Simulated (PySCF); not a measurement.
# Vertical excitation energies

Compound: CH7BGe.
SMILES: `[BH2][GeH2][CH3]`

Level of theory: TDDFT CAM-B3LYP/def2-SVPD, vertical, gas phase, core orbitals frozen in the response (PySCF). One conformer (not necessarily the lowest) at the PBE0-D3(BJ)/def2-SVP geometry, without solvent, vibrations or thermal averaging. The CAM-B3LYP/def2-SVPD calculation is non-relativistic and has no spin–orbit coupling, an omission that weighs most on germanium.

Predict the UV-vis stick spectrum at this level.

```json
{"state": "S1", "E (eV)": "4.04", "E (hartree)": "0.1483", "f": "0.0064", "|μ| (D)": "0.65", "main configurations (H = HOMO, L = LUMO)": "H→L (95%)"}
{"state": "S2", "E (eV)": "5.32", "E (hartree)": "0.1955", "f": "0.0013", "|μ| (D)": "0.25", "main configurations (H = HOMO, L = LUMO)": "H-1→L (59%), H-3→L (34%)"}
{"state": "S3", "E (eV)": "6.07", "E (hartree)": "0.2230", "f": "0.092", "|μ| (D)": "2.00", "main configurations (H = HOMO, L = LUMO)": "H-2→L (87%), H-1→L (9%)"}
{"state": "S4", "E (eV)": "6.34", "E (hartree)": "0.2330", "f": "0.0022", "|μ| (D)": "0.30", "main configurations (H = HOMO, L = LUMO)": "H-3→L (63%), H-1→L (30%)"}
{"state": "S5", "E (eV)": "7.71", "E (hartree)": "0.2834", "f": "0.0027", "|μ| (D)": "0.30", "main configurations (H = HOMO, L = LUMO)": "H→L+1 (93%)"}
{"state": "S6", "E (eV)": "8.17", "E (hartree)": "0.3002", "f": "0.053", "|μ| (D)": "1.31", "main configurations (H = HOMO, L = LUMO)": "H→L+2 (49%), H→L+3 (37%)"}
{"state": "S7", "E (eV)": "8.35", "E (hartree)": "0.3069", "f": "0.242", "|μ| (D)": "2.76", "main configurations (H = HOMO, L = LUMO)": "H→L+3 (44%), H→L+2 (42%)"}
{"state": "S8", "E (eV)": "8.49", "E (hartree)": "0.3119", "f": "0.065", "|μ| (D)": "1.42", "main configurations (H = HOMO, L = LUMO)": "H-1→L+1 (74%), H-1→L+2 (8%)"}
{"state": "S9", "E (eV)": "8.58", "E (hartree)": "0.3154", "f": "0.023", "|μ| (D)": "0.85", "main configurations (H = HOMO, L = LUMO)": "H→L+5 (47%), H-2→L+1 (23%)"}
{"state": "S10", "E (eV)": "8.60", "E (hartree)": "0.3159", "f": "0.026", "|μ| (D)": "0.89", "main configurations (H = HOMO, L = LUMO)": "H-2→L+1 (37%), H→L+5 (34%), H-2→L+2 (10%)"}
```

Triplets (Tamm–Dancoff): T1 3.27 eV, H→L (95%); T2 4.72 eV, H-3→L (52%), H-1→L (40%); T3 5.56 eV, H-2→L (86%), H-1→L (9%); T4 6.05 eV, H-1→L (48%), H-3→L (42%).

The lowest singlet lies at 4.04 eV (307 nm, ultraviolet) and is weak; its leading configuration is HOMO→LUMO (95%). The strongest level in the table is S7 at 8.35 eV (148 nm, f = 0.242). Löwdin shares by element: HOMO boron 35%, germanium 30%, carbon 12%, hydrogen 6% or more (atoms not listed hold the other 18%); LUMO boron 55%, hydrogen 20% or more, germanium 16%. Of the 10 states listed, 6 reach f = 0.01 and none stays under 0.0005. The oscillator strengths of these states sum to 0.513; summed over the whole spectrum of an exact calculation they would give the number of electrons, 50 (Thomas–Reiche–Kuhn). Orbital energies (eV): HOMO-3 -11.62, HOMO-2 -10.25, HOMO-1 -10.21, HOMO -9.37, LUMO -1.23, LUMO+1 1.23, LUMO+2 1.57. The vertical ionisation energy (ΔSCF) is 10.28 eV, 1.69 eV above S10. Singlets were solved by full linear response, triplets in the Tamm–Dancoff approximation.
